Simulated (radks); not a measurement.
Results of a calculation; reference values are marked as such.
Correlation energies from several functionals, in hartree. Species: Te4+ [Kr] 4d10 5s2; Yb+ [Xe] 4f14 6s1; Tc2+ [Kr] 4d5; Tl+ [Hg]. Level of theory: non-relativistic Kohn-Sham, LDA (Slater exchange, Perdew-Wang correlation), spin-polarised, spherical densities, point nucleus (a radial shooting solver on a logarithmic mesh with Libxc functionals). Every spin shell is full or empty, so the densities are truly spherical. Functionals are evaluated on that one density, not self-consistently.

| functional | Te4+ | Yb+ | Tc2+ | Tl+ |
|---|---|---|---|---|
| PW92 | -4.7781 | -7.0709 | -3.8591 | -8.3941 |
| VWN5 | -4.7990 | -7.1008 | -3.8771 | -8.4282 |
| Wigner | -2.5933 | -3.7069 | -2.0910 | -4.3377 |
| PBE | -2.6442 | -4.1035 | -2.1057 | -4.9428 |
| PBEsol | -2.9921 | -4.6072 | -2.3933 | -5.5318 |
| LYP | -2.5133 | -3.7089 | -2.0265 | -4.3729 |
| P86 | -2.9992 | -4.6202 | -2.3843 | -5.5529 |
| PW91 | -2.8636 | -4.4106 | -2.2828 | -5.3020 |
| OP (B88) | -2.4462 | -3.6270 | -1.9607 | -4.2874 |
| TPSS | -2.6468 | -4.1014 | -2.1058 | -4.9411 |
| revTPSS | -2.6756 | -4.1382 | -2.1318 | -4.9828 |
| r2SCAN | -2.6562 | -4.1877 | -2.1140 | -4.9966 |
